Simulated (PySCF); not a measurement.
TeFCl, SMILES F[Te]Cl. Heavy atoms are numbered as in [Te:1]([F:2])[Cl:3].

Geometry optimised at B3LYP-D3(BJ)/def2-TZVP. The def2 effective core potentials stand for the cores of Te; spin–orbit coupling is left out.

These are ωB97X/def2-TZVPD in PySCF values and carry that method's errors.

Mulliken values depend strongly on the basis, most of all with diffuse functions as here. ESP charges are fitted to the potential on shells at 1.4 to 2.0 van der Waals radii. Atomic charges (e), one atom of each kind:

```csv
atom,ESP fit,Mulliken
Te1,0.35,0.71
F2,-0.22,-0.44
Cl3,-0.13,-0.28
```
